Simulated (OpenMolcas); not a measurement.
## Worked example: vertical ionisation energy of C2H7NSi (SMILES C=C[SiH2]N)

C2H7NSi has 11 atoms, charge 0, and is taken as a singlet. SMILES: `C=C[SiH2]N`. The coordinates come from a PBE0-D4/def2-TZVP relaxation. This is one conformer, not always the lowest.

Both states at this one shape; open shells run unrestricted unless said. 1 Eh = 27.2114 eV.

```tsv
level	program	singlet C2H7NSi (Eh)	doublet C2H7NSi+ (Eh)	HOMO of the first (eV)
PBE/cc-pVDZ	OpenMolcas	-424.322506	-423.992565	-5.61
PBE0/cc-pVDZ	OpenMolcas	-424.375097	-424.033280	-7.08
```

Question: Work out the vertical ionisation energy at each level.

Answer: 
1. PBE/cc-pVDZ: -423.992565 − (-424.322506) = 0.329941 Eh = 8.98 eV; −ε(HOMO) = 5.61 eV.
2. PBE0/cc-pVDZ: -424.033280 − (-424.375097) = 0.341817 Eh = 9.30 eV; −ε(HOMO) = 7.08 eV.

No measured value is set beside it here; the levels span 8.98 to 9.30 eV. In semi-local functionals −ε(HOMO) lies far under the ionisation energy, a result of self-interaction.
